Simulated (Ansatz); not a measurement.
Reaction (redistribution): `CBN[SiH3]` + `C[NH][GeH2][CH3]` → `C[NH][GeH2][SiH3]` + `CBNC`

Isolated molecules relaxed with PBE0-D4/def2-TZVP in Ansatz; ΔE leaves out vibrations. CBS: MP2 limit from def2 TZ/QZ plus the TZ coupled-cluster correction, frozen cores. Functionals use def2-TZVPP. For Ge outer-core shells are correlated without core-valence functions, which leaves a few kJ/mol of doubt a bond. Scalar relativity is left out up to krypton. Each species was taken in one conformer, which may not be the lowest.

```
        level  ΔE (kcal/mol)
      ωB97M-V           21.3
HF/def2-QZVPP           23.5
```

Task: What does CCSD(T)/CBS give? (Best estimate.)

Result: The calculation gave: +21.4 kcal/mol. The listed levels differ from it by -0.1, 2.1 kcal/mol.

Largest T1 diagnostic among the species: 0.012.

From PBE to PBE0 (25 % exact exchange), in def2-TZVPP and without D4, ΔE moves by +2.0 kcal/mol.
